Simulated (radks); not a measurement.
The numbers below are computed, except where a source is named.
The iodine anion I-, [Xe], held by a Watson sphere: a shell of charge +1 at radius R that stands for the Madelung well of a crystal (potential energy -1/R inside, -1/r outside, in hartree with lengths in bohr). Level of theory: scalar-relativistic Kohn-Sham, LDA (Slater exchange, Perdew-Wang correlation), spin-polarised, spherical densities, point nucleus (a radial shooting solver on a logarithmic mesh with Libxc functionals). Response by self-consistent Sternheimer equations with the Hartree and adiabatic LDA kernel, the relativistic mass of each level held fixed and spin-orbit coupling left out. The sphere does not respond.

\begin{tabular}{lrrrrrrr}
R (bohr) & e(4d) (eV) & e(5s) (eV) & e(5p) (eV) & <r> 5p (bohr) & sum of <r^2> (bohr^2) & X-ray form factor at sin(theta)/lambda = 0.3 1/angstrom & alpha (bohr^3) \\ \hline
3.36 & -48.889 & -16.859 & -6.907 & 2.571 & 72.66 & 36.630 & 45.04 \\
3.61 & -48.677 & -16.577 & -6.647 & 2.591 & 73.55 & 36.637 & 47.77 \\
3.69 & -48.609 & -16.490 & -6.564 & 2.597 & 73.81 & 36.639 & 48.64 \\
3.97 & -48.371 & -16.196 & -6.281 & 2.616 & 74.65 & 36.644 & 51.66 \\
4.04 & -48.312 & -16.126 & -6.212 & 2.620 & 74.85 & 36.645 & 52.40 \\
4.38 & -48.030 & -15.797 & -5.887 & 2.638 & 75.68 & 36.649 & 55.90 \\
4.52 & -47.916 & -15.669 & -5.759 & 2.644 & 75.98 & 36.650 & 57.28 \\
5.37 & -47.272 & -14.973 & -5.056 & 2.672 & 77.37 & 36.653 & 64.75 \\
5.6 & -47.113 & -14.807 & -4.888 & 2.676 & 77.64 & 36.654 & 66.47 \\
\end{tabular}
